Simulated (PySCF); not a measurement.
boron oxyfluoride (BFO), singlet, at a GFN2-xTB geometry, atoms displaced at random by about 0.08 Å a coordinate.

The PySCF input:
```python
from pyscf import gto, scf

mol = gto.M(
    atom='''
F     0.038589   -0.137138   -1.171114
B    -0.051566   -0.059007    0.101739
O    -0.003755    0.126731    1.181055
''',
    basis='def2-svp',
    charge=0,
    spin=0,
    verbose=4,
)

mf = scf.RHF(mol)
mf.kernel()
g = mf.nuc_grad_method()
grad = g.kernel()
```

Q: What Mulliken (on the basis functions themselves) charges in atom order does HF/def2-SVP, gradient run with PySCF give?

A: F1 -0.18, B2 0.33, O3 -0.15

Q: Estimate the HOMO-LUMO gap that HF/def2-SVP, gradient returns for this input.

A: 18.50 eV

Q: Predict the HOMO energy from HF/def2-SVP, gradient.

A: -15.09 eV

Q: What dipole moment does HF/def2-SVP, gradient give?

A: 1.73 D

Q: What is the computed number of basis functions (HF/def2-SVP, gradient)?

A: 42

Q: Give the nuclear repulsion energy at the level HF/def2-SVP, gradient.

A: 54.0304 Eh
